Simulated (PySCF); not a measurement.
ZnB: one state, many levels of theory

State: ²Π (doublet), unpaired electrons π ↑. Set-up: Zn pcseg-1, B pcseg-1; no relativity (PySCF 2.14). De refers to Zn + B in their high-spin ground configurations, without counterpoise correction. The functionals are run spin-unrestricted. A positive dipole means Zn(−)B(+). Levels whose curve was spin-contaminated or gave no clean fit are not listed.

```tsv
Level	Re (Å)	ωe (cm⁻¹)	De (eV)	μ (D)
PBE	2.218	340	0.68	-2.23
PW91	2.216	340	0.68	-2.19
PBE0	2.264	306	0.494	-2.25
BHandHLYP	2.433	188	0.151	-1.82
```

(1) What does a quarter of exact exchange do here, going from PBE to PBE0?

The state was picked by a PBE0 search and need not be the measured ground state.

Results:

(1) PBE0 less PBE: +4.6 pm in Re, -10.0 % in ωe, -0.19 eV in De. Exact exchange removes part of the self-interaction that spreads semilocal densities, and in most molecules shortens and stiffens the bond and lowers De; here Re and ωe go the other way.
